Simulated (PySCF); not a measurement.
C2H5O, SMILES [CH2]OC, multiplicity 2. Atoms are numbered in the order given.

```xyz
8

C      1.2133    -0.1639    -0.0129
O      0.0025     0.0577     0.5462
C     -1.0909     0.0633    -0.3598
H      1.3441     0.0463    -1.0685
H      2.0354    -0.1087     0.6836
H     -0.9498     0.8279    -1.1306
H     -1.2011    -0.9147    -0.8368
H     -1.9829     0.2912     0.2192
```
Charge 0, spin multiplicity 2.

Coordinates come from a B3LYP-D3(BJ)/def2-TZVP optimisation. The isomer is the one that the SMILES or the coordinates give; other isomers of the formula were not compared.

Calculation: B3LYP/pcH-1 (PySCF).

Unrestricted Kohn–Sham, ⟨S²⟩ = 0.753. Hyperfine tensors hold the contact and dipolar terms, without spin-orbit corrections.

Problem. Estimate the hyperfine couplings. (The exact figures need the calculation; the answer reports its results.)

Solution. 
```tsv
nucleus	A(iso) (MHz)	A(iso) (G)	dipolar principal values (MHz)
13C no. 1	134.8	48.1	-73.6, -72.3, 145.9
17O no. 2	-23.8	-8.5	-73.8, 35.5, 38.3
13C no. 3	-3.9	-1.4	-1.8, -1.0, 2.8
1H no. 4	-38.2	-13.6	-34.1, -0.7, 34.9
1H no. 5	-45.8	-16.4	-34.0, -1.5, 35.5
1H no. 6	12.3	4.4	-3.7, -3.4, 7.1
1H no. 7	13.6	4.9	-4.4, -3.5, 7.9
1H no. 8	-1.9	-0.7	-3.5, -2.8, 6.3
```

Problem. And the g tensor (effective nuclear charges for spin-orbit coupling, GIAO)? (Estimate from the structure and the level; the computed values follow.)

Solution. principal values 2.0021, 2.0036, 2.0046; isotropic 2.0035.
